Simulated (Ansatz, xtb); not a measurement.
**Isomers of C6H10Si in order of energy**

3 gas-phase structures of C6H10Si, from a drawn sample of its isomers (lower ones may exist). Each was relaxed with GFN2-xTB:

A. `[SiH3][C@@H]1C=CC=CC1`, a singlet
B. `[SiH3]C1=CC=CCC1`, a singlet
C. `[SiH3]C1=CCCC=C1`, a singlet

**Question.** Which do you expect lowest at r2SCAN-D4/def2-SVP//GFN2-xTB, and how would the others follow?

**Answer.** Calculated order at r2SCAN-D4/def2-SVP//GFN2-xTB: B (0.000), C (0.052), A (0.098) eV.

Energies above the lowest of each column, in eV; the last columns are at r2SCAN-D4/def2-SVP geometries:

```csv
structure,GFN2-xTB,HF/STO-3G,r2SCAN-D4/def2-SVP//GFN2-xTB,r2SCAN-D4/def2-SVP,CCSD(T)/def2-SVP + ΔMP2/def2-TZVPP
B,0.000,0.008,0.000,0.000,0.000
C,0.037,0.000,0.052,0.047,0.027
A,0.063,0.197,0.098,0.087,0.084
```

Every level run on B puts it lowest or level with the lowest. Flexible structures stand in one conformer each, not always the lowest. ΔMP2 is the change of the MP2 energy from the smaller to the larger basis.

Programs: Ansatz 0.2.0, xtb 6.7.1.
